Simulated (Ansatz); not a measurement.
`C[BH][GeH3]` and `CBO` differ in one atom or group.

Ansatz, PBE0-D4/def2-TZVP geometries, multiplicity 1. Each molecule was computed in one conformer, which needn't be the lowest.

Scalar relativity is left out up to krypton.

```tsv
property	`C[BH][GeH3]`
LUMO energy (ωB97M-V/def2-TZVPP) / eV	0.20
HOMO energy (PBE0/def2-TZVPP) / eV	-7.84
size of the dipole moment (B3LYP/def2-TZVPP) / D	1.37
size of the dipole moment (ωB97M-V/def2-TZVPP) / D	1.37
size of the dipole moment (PBE/def2-TZVPP) / D	1.36
HOMO energy (B3LYP/def2-TZVPP) / eV	-7.66
```

Question: Give the same properties after the change, and the shifts. (Estimate.)

Answer: The calculation gave: 
```json
{"property": "LUMO energy (ωB97M-V/def2-TZVPP) / eV", "`CBO`": "2.10", "shift": "1.90"}
{"property": "HOMO energy (PBE0/def2-TZVPP) / eV", "`CBO`": "-8.57", "shift": "-0.73"}
{"property": "size of the dipole moment (B3LYP/def2-TZVPP) / D", "`CBO`": "1.05", "shift": "-0.32"}
{"property": "size of the dipole moment (ωB97M-V/def2-TZVPP) / D", "`CBO`": "1.05", "shift": "-0.32"}
{"property": "size of the dipole moment (PBE/def2-TZVPP) / D", "`CBO`": "0.99", "shift": "-0.37"}
{"property": "HOMO energy (B3LYP/def2-TZVPP) / eV", "`CBO`": "-8.38", "shift": "-0.72"}
```

With PBE0 the HOMO falls by 0.73 eV and the LUMO rises by 1.97 eV, so the gap widens by about 2.70 eV. PBE moves the HOMO by -0.43 eV and ωB97M-V by -0.93 eV. The zero-point energy changes by -17.9 kJ/mol with -6 modes. Dipoles are sizes alone; their direction can turn.

B3LYP here is the variant with VWN-RPA as its local correlation; programs differ in this.
